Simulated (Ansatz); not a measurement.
Coupled-cluster run, CH6B2OS (`BCSBO`).

```yaml
crystal:
  periodic: [false, false, false]
  atoms:
    - {symbol: B, position_ang: [-0.906730, 0.586774, 0.917967]}
    - {symbol: C, position_ang: [-0.019645, -0.661463, 1.149195]}
    - {symbol: S, position_ang: [1.173501, 0.536029, 0.402225]}
    - {symbol: B, position_ang: [0.986853, 0.269505, -1.405065]}
    - {symbol: O, position_ang: [0.027214, -0.466504, -1.980906]}
    - {symbol: H, position_ang: [-1.030295, 1.393304, 1.789469]}
    - {symbol: H, position_ang: [-1.559746, 0.680613, -0.083158]}
    - {symbol: H, position_ang: [-0.089997, -1.563286, 0.545229]}
    - {symbol: H, position_ang: [0.343637, -0.881243, 2.149524]}
    - {symbol: H, position_ang: [1.812296, 0.797669, -2.084939]}
    - {symbol: H, position_ang: [-0.671687, -0.748497, -1.378942]}
basis:
  gaussian: {orbitals: def2-TZVPP}
correlation: {method: ccsd_t}
```

```sh
$ ansatz run in.yaml --threads 4 --pin off --events-out ev --progress --plain --max-ram 10444MiB
```

The program prints (abridged):

```
Functional definition: HF
1481 factors; integrals over basis functions are off by at most 9.8e-4 eV
mean field evaluation 1: about -15322.9277 eV, gradient 3.9e1 eV
mean field evaluation 2: about -15323.1962 eV, gradient 3.9e1 eV
mean field evaluation 4: about -15326.8159 eV, gradient 4.3e0 eV
mean field evaluation 8: about -15326.8872 eV, gradient 2.7e-1 eV
mean field -15326.88777014 eV, -563.2527366150 hartree, gradient 5.0e-6 eV, S^2 0.000000; 0 other end points of the search recorded, 0 dependent functions left out
9 core orbitals not correlated: weight in the atoms' cores, before any rotation towards them, 1.000 or more for the frozen orbitals, at most 0.000 for the correlated occupied ones
reference -15326.88777014 eV, -563.2527366150 hartree; 14, 14 occupied and 227, 227 virtual orbitals, 1481 factors
second order -21.87319652 eV of doubles, -0.00000000 eV of singles
cycle   1  -22.40033105 eV  change   -5.3e-1 eV  update   1.1e-1
cycle   2  -22.95794601 eV  change   -5.6e-1 eV  update   3.1e-2
cycle   3  -23.08032734 eV  change   -1.2e-1 eV  update   1.7e-2
cycle   4  -23.06803683 eV  change    1.2e-2 eV  update   4.6e-3
cycle   5  -23.06611399 eV  change    1.9e-3 eV  update   2.3e-3
cycle   6  -23.06679126 eV  change   -6.8e-4 eV  update   6.6e-4
cycle   7  -23.06645535 eV  change    3.4e-4 eV  update   2.4e-4
cycle   8  -23.06643039 eV  change    2.5e-5 eV  update   7.9e-5
cycle   9  -23.06647403 eV  change   -4.4e-5 eV  update   3.4e-5
cycle  10  -23.06646267 eV  change    1.1e-5 eV  update   1.4e-5
perturbative correction -1.00729480 eV, -0.0370174012 hartree
Total energy: -15350.96152761 eV, -564.1374308843 hartree
```

Hardware: 4 threads of an Arm Neoverse V2 on a shared host. Wall time 90 s, peak host memory 5.4 GiB.

MP2 recovers 90.9 % of the CCSD(T) correlation energy and the triples give 4.2 %; T1 = 0.0136.
